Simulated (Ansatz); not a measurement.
A structure relaxed at PBE0-D4/def2-TZVP, charge 0, multiplicity 1:

```xyz
11

C     0.786   -1.894   -0.900
Si    1.248   -0.386    0.121
Al   -0.664    1.123    0.470
O    -1.059    2.460    1.452
Ga   -2.680    2.345    0.490
H     0.404   -1.599   -1.880
H     1.658   -2.534   -1.052
H     0.014   -2.483   -0.401
H     2.325    0.388   -0.565
H     1.782   -0.803    1.450
H    -3.814    3.383    0.815
```

(1) Give its formula and SMILES.

(2) Summarise the bond lengths by kind.

Answers

(1) CH6AlGaOSi, `C[SiH2][Al]1[O][GaH]1`.

(2) 1 × C–Si 1.879 Å; 3 × C–H 1.092 Å; 1 × Al–Si 2.460 Å; 2 × H–Si 1.492 Å; 1 × Al–O 1.705 Å; 1 × Al–Ga 2.358 Å; 1 × Ga–O 1.888 Å; 1 × Ga–H 1.571 Å.

Results of the Gaussian-basis code of Ansatz.
